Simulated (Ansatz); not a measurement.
Consider the formal exchange of groups at a Ge–C bond: `[CH3][GeH]([CH3])[C]#N` + `C#C[SiH3]` → `[CH3][GeH]([CH3])[SiH3]` + `C#CC#N`.

Program: Ansatz. Geometries: PBE0-D4/def2-TZVP. ΔE: electronic, gas phase. CBS: MP2 limit from def2 TZ/QZ plus the TZ coupled-cluster correction, frozen cores. Functionals use def2-TZVPP. B3LYP here is the variant with VWN-RPA as its local correlation; programs differ in this. For Ge outer-core shells are correlated without core-valence functions, which leaves a few kJ/mol of doubt a bond. Scalar relativity is left out up to krypton.

CCSD(T)/CBS gives +17.3 kcal/mol.

Q: Another level gave +17.1 kcal/mol. Which?
A. SCS-MP2/def2-TZVPP
B. r2SCAN-D4/def2-TZVPP
C. ωB97X-V/def2-TZVPP
D. B3LYP/def2-TZVPP

A: C. ωB97X-V 17.1, SCS-MP2/def2-TZVPP 19.0, B3LYP 13.4, r2SCAN-D4 11.7 kcal/mol.

Largest T1 diagnostic among the species: 0.015.

From PBE to PBE0 (25 % exact exchange), in def2-TZVPP and without D4, ΔE moves by +3.2 kcal/mol. In def2-TZVPP, CCSD(T) changes the Hartree–Fock value by −6.0 kcal/mol (the triples alone add −1.2 kcal/mol) and MP2 by −6.1 kcal/mol.
